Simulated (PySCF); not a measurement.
Screening by computed properties: pick the candidate that meets the target.

Each SMILES stands for a single optimised conformer of the isolated species, non-relativistic unless stated. Electronic properties by PySCF.

The conformers computed, where there is a choice (atom-mapped SMILES and torsion angles):
- `[CH2:1]=[C:2]([CH2:3]/[C:4]=[CH:5]\[Cl:6])[C:7]([NH2:8])=[O:9]`: C1–C2–C3–C4 96°, C2–C3–C4–C5 -6°, C1–C2–C7–N8 -42°, H–N8–C7–C2 -175°, H–N8–C7–C2 -15°
- `[CH2:1]=[C:2]([CH:3]/[CH:4]=[CH:5]/[Cl:6])[C:7]([NH2:8])=[O:9]`: C1–C2–C3–C4 -174°, C2–C3–C4–C5 179°, C1–C2–C7–N8 -123°, H–N8–C7–C2 2°, H–N8–C7–C2 177°
- `[O:1]=[CH:2][NH:3][C:4]([F:5])[F:6]`: O1–C2–N3–C4 4°, C2–N3–C4–F5 -34°
- `[CH3:1][SiH2:2][C+:3]([CH:4][SiH3:5])[CH:6]([F:7])[F:8]`: C1–Si2–C3–C4 124°, Si2–C3–C4–Si5 175°, Si2–C3–C6–F7 -24°
- `[CH3:1][SiH:2][NH:3][C:4]([CH3:5])([CH3:6])[CH3:7]`: C1–Si2–N3–C4 178°, Si2–N3–C4–C5 -156°
- `[NH2:1][C:2](=[O:3])[C:4]([F:5])[F:6]`: N1–C2–C4–F5 180°, H–N1–C2–O3 179°, H–N1–C2–O3 1°
- `[CH3:1][SiH2:2][C:3]#[C:4][SiH:5][S:6][CH3:7]`: C4–Si5–S6–C7 39°

Question: Wanted: smallest rotational constant below 0.5 GHz (GFN2-xTB) and isotropic g value below 2.0045 (unrestricted B3LYP/pcH-1, mean-field spin–orbit), at GFN2-xTB geometries. Which candidate meets both?
A. `C[SiH2][C+]([CH][SiH3])C(F)F` [radical]
B. `C[SiH]NC(C)(C)C` [radical]
C. `O=CN[C](F)F` [radical]
D. `C=C([CH]/C=C/Cl)C(N)=O` [radical]
E. `NC(=O)[C](F)F` [radical]
F. `C[SiH2]C#C[SiH]SC` [radical]
G. `C=C(C/[C]=C\Cl)C(N)=O` [radical]

Answer: F. Computed values:
| species | smallest rotational constant | isotropic g value |
| --- | --- | --- |
| C[SiH2]C#C[SiH]SC [radical] | 0.455 GHz | 2.00407 |
| C=C([CH]/C=C/Cl)C(N)=O [radical] | 0.524 GHz | 2.00444 |
| C[SiH2][C+]([CH][SiH3])C(F)F [radical] | 0.670 GHz | 2.00568 |
| C=C(C/[C]=C\Cl)C(N)=O [radical] | 0.927 GHz | 2.00265 |
| C[SiH]NC(C)(C)C [radical] | 1.115 GHz | 2.00290 |
| O=CN[C](F)F [radical] | 1.986 GHz | 2.00349 |
| NC(=O)[C](F)F [radical] | 2.100 GHz | 2.00457 |
